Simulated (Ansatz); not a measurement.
Ansatz (a program for electronic structure) input (B3LYP/LANL2DZ): The .json file is the Basis Set Exchange's LANL2DZ.

Ansatz 0.2 input:
```yaml
crystal:
  periodic: [false, false, false]
  atoms:
    - {symbol: Pb, position_ang: [0.02086656, 0.01693308, 1.04302313]}
    - {symbol: I, position_ang: [1.18065540, -2.06159459, -0.79755337]}
    - {symbol: I, position_ang: [-1.21293952, 2.03539625, -0.81618054]}
basis:
  gaussian:
    orbitals: LANL2DZ.json
hamiltonian:
  xc: {name: B3LYP}
total_charge: -1
magnetization: {spin_polarized: true, initial_magnetization: 1}
relax: {f_tol: 0.003, max_steps: 120}
```

Task: What final total energy does it give?

Result: -26.42679 Eh.
